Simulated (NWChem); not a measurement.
Molecule: CH$_{4}$BeS$_{2}$; SMILES [SH][Be][S]C

```xyz
8

Be     0.2760    -0.4723     0.0234
S     -0.0846    -2.3445     0.0552
H     -0.0905    -2.4358    -1.2954
S      0.6577     1.3868     0.0122
C     -1.0212     2.1245     0.0136
H     -1.5935     1.8298    -0.8756
H     -0.8846     3.2139    -0.0045
H     -1.5774     1.8570     0.9216
```
Atoms are numbered in this order, from 1.

Program: NWChem. All runs use the structure optimised with PBE0/def2-SVP. Ions are spin-unrestricted doublets at the neutral geometry; other ion states weren't tried.

What does the run give for PBE/def2-SVP? Quantities: vertical ionisation energy, ΔSCF (eV); −ε(HOMO) (eV).


```json
{
 "vertical ionisation energy, ΔSCF (eV)": "9.03",
 "−ε(HOMO) (eV)": "5.94"
}
```
